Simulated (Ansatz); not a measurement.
```xyz
9

S     0.0297    0.0358    1.2139
C     0.0110    1.2806   -0.0346
C     0.0214   -1.2894   -0.0361
C    -0.0133    0.7372   -1.2441
C    -0.0417   -0.7239   -1.2796
H    -0.0440    2.2576    0.3580
H     0.0099   -2.3528    0.3089
H    -0.0187    1.3448   -2.0941
H     0.0021   -1.3492   -2.1574
```

Basis set: 6-31G (spherical functions). Frozen core: 9 orbitals. Charge 0, multiplicity 1.

Computed with Ansatz (development build ahead of 0.2.0); each method stands on the lowest determinant of its kind that the runs found. Restricted open shells among the atoms or ions are ROHF, correlated in semicanonical orbitals with singles.

(1) Give the atomization energy at this shape (free ground-state atoms in the same class of orbitals less the molecule, no zero-point energy) of singlet C4H4S by RHF-MP2, RHF.

Results:

(1)

| method | atomization energy |
| --- | --- |
| RHF-MP2 | 35.53 eV |
| RHF | 27.48 eV |

This basis has no polarisation functions and is too small for such energies, which can lie far from measured ones in either direction.
